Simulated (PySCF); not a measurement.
C3H8Ge, SMILES C=[CH][GeH2][CH3].

Geometry optimised at PBE0-D3(BJ)/def2-SVP. This is a generated structure with no PubChem entry under its InChIKey; it may be hypothetical. The values are those of a single conformer.

Two levels are set side by side: PBE/def2-TZVP (PySCF) and HF/def2-TZVP (PySCF). Same geometry, gas phase. Differences are taken from unrounded values.

| quantity | HF |
|---|---|
| orbital gap (eV) | 13.70 |
| highest occupied level (eV) | -10.19 |
| lowest empty level (eV) | 3.52 |
| dipole moment (D) | 0.69 |
| mean polarisability (bohr³) | 64.4 |

Question: What does PBE give, and how far is it from HF? (Estimate from the structure and the level; the computed values follow.)

Answer: 
| quantity | PBE | PBE minus HF |
|---|---|---|
| orbital gap (eV) | 5.42 | -8.29 |
| highest occupied level (eV) | -6.66 | 3.53 |
| lowest empty level (eV) | -1.24 | -4.76 |
| dipole moment (D) | 0.64 | -0.05 |
| mean polarisability (bohr³) | 69.1 | 4.7 |

PBE's occupied levels lie high since its potential decays too fast outside the molecule; exact exchange lowers them and widens the gap. Loosely held outer electrons make PBE densities more polarisable. Differences between two approximate levels are no errors against the true value.

Rough cost on one machine, each run with all the roots and properties that it gave: HF against PBE about 1/3.
